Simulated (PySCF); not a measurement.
A structure optimised at PBE-D3(BJ)/def2-SVP, used in a PySCF frequency run:

```xyz
11

C     -1.9274    -0.8599    -0.9266
O     -1.2469     0.2431    -0.3474
Si     0.3165     0.1767     0.1684
N      1.3469    -0.4906    -1.0211
F      0.6486     1.6990     0.6230
F      0.5077    -0.7409     1.4964
H     -1.2482    -1.4928    -1.5399
H     -2.3894    -1.4999    -0.1431
H     -2.7368    -0.4735    -1.5790
H      2.2277    -0.9267    -0.7415
H      1.4199    -0.0543    -1.9421
```
Charge 0, spin multiplicity 1.

Question: Write its SMILES and formula.

Answer: CO[Si](N)(F)F, CH5F2NOSi

Question: What are its rotational constants (standard atomic weights)?

Answer: 3.6145, 2.2096, 2.1219 GHz
